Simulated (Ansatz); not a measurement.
```yaml
crystal:
  periodic: [false, false, false]
  atoms:
    - {symbol: F, position_ang: [-1.329663, 0.779491, -0.639285]}
    - {symbol: Zn, position_ang: [0.064504, -0.037826, 0.031011]}
    - {symbol: H, position_ang: [1.265159, -0.741666, 0.608273]}
basis:
  gaussian: {orbitals: cc-pVTZ, final_grid: {core_spheres: 20, valence_spheres: 16, degree: 47}}
magnetization: {spin_polarized: true, initial_magnetization: 0}
hamiltonian: {xc: {name: B3LYP-D3}, pseudopotentials: {relativity: none}}
scf: {lower_state_search: light}
```

```sh
$ ansatz run in.yaml --threads 2 --pin off --events-out ev --progress --plain --max-ram 32768MiB --backend cpu
```

Shortened log:

```
Error: YAML parse error: error: line 10 column 19: hamiltonian.xc: no functional is named "B3LYP-D3"; the names, which are not case-sensitive, are SVWN5, SPW92, PBE, PBE0, PBEsol, revPBE, revPBE0, RPBE, rPW86-PBE, HSE06, wPBEh, LC-wPBE, HISS, HF, BLYP, B3LYP, B3LYP5, BHLYP, CAM-B3LYP, r2SCAN, r2SCANh, r2SCAN0, r2SCAN50, m-r2SCAN, B97, wB97, wB97X, wB97X-V, B97M-V, wB97M-V, B2PLYP, B2GP-PLYP, PBE0-DH, PBE-QIDH
 8 |   gaussian: {orbitals: cc-pVTZ, final_grid: {core_spheres: 20, valence_spheres: 16,…
 9 | magnetization: {spin_polarized: true, initial_magnetization: 0}
10 | hamiltonian: {xc: {name: B3LYP-D3}, pseudopotentials: {relativity: none}}
11 | scf: {lower_state_search: light}
```

In this input the method's name isn't one that the program takes here. The input was rejected before any iteration.
